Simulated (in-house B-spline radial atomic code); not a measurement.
Spin-orbit splittings of orbital energies (j = l + 1/2 less j = l - 1/2) and ratios of mean radii (lower j over upper j) along the 17-electron series, configuration [Ne] 3s2 3p5. Computed with an all-electron radial atomic-structure program (B-spline basis): Dirac-Hartree-Fock, average of the configuration, finite nuclei.

```tsv
ion	Z	splitting of 2p (eV)	radius ratio of 2p	splitting of 3p (eV)	radius ratio of 3p
Cs38+	55	361.05	0.94302	87.388	0.9677
Ba39+	56	391.27	0.94081	95.135	0.96644
La40+	57	423.46	0.93855	103.41	0.96515
Ce41+	58	457.7	0.93623	112.25	0.96383
Pr42+	59	494.12	0.93387	121.66	0.96248
Nd43+	60	532.79	0.93145	131.7	0.9611
Pm44+	61	573.85	0.92899	142.37	0.95969
Sm45+	62	617.39	0.92646	153.72	0.95824
```

Question: With what power of Z does the column «splitting of 2p (eV)» change over this range?

Answer: A fit of the logarithm of its size against log Z from Z = 55 to 62 has slope 4.48. An unscreened hydrogenic electron would give 4 at low Z; screening makes the apparent power larger near the neutral end, and relativity raises it again at high Z.
